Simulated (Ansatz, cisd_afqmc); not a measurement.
System: Si, charge 0, triplet.

Total energies in aug-cc-pVQZ-DK, 4 correlated electrons, 5 frozen orbitals. Radicals and triplets start from unrestricted determinants; spin-orbit coupling is neglected. The -DK rows use spin-free X2C. The Monte Carlo rows (phaseless AFQMC, CISD trial, step 0.005/hartree) carry one-sigma bars that omit the constraint's bias. Outlying blocks are dropped, and bars are widened where a walk drifts. Over all cases where full CI ran beside it in this data, AFQMC minus full CI had a median of +0.1 mEh and passed +0.4 mEh in a tenth of the cases. Full CI freezes restricted core orbitals and the other rows unrestricted ones, which leaves a small offset even where coupled cluster is exact.

| method | program | energy (Eh) | error against FCI (mEh) |
|---|---|---|---|
| HF | Ansatz | -289.46138 | 80.03 |
| MP2 | Ansatz | -289.52144 | 19.98 |
| CCSD | Ansatz | -289.53781 | 3.61 |
| CCSD(T) | Ansatz | -289.54066 | 0.76 |
| CCSDT(Q) | Ansatz | -289.54144 | -0.02 |
| AFQMC/CISD | cisd_afqmc | -289.5412 ± 0.0002 | 0.2 ± 0.2 |
| FCI | Ansatz | -289.54142 | 0.00 |

Ansatz is a quantum-chemistry and plane-wave program.
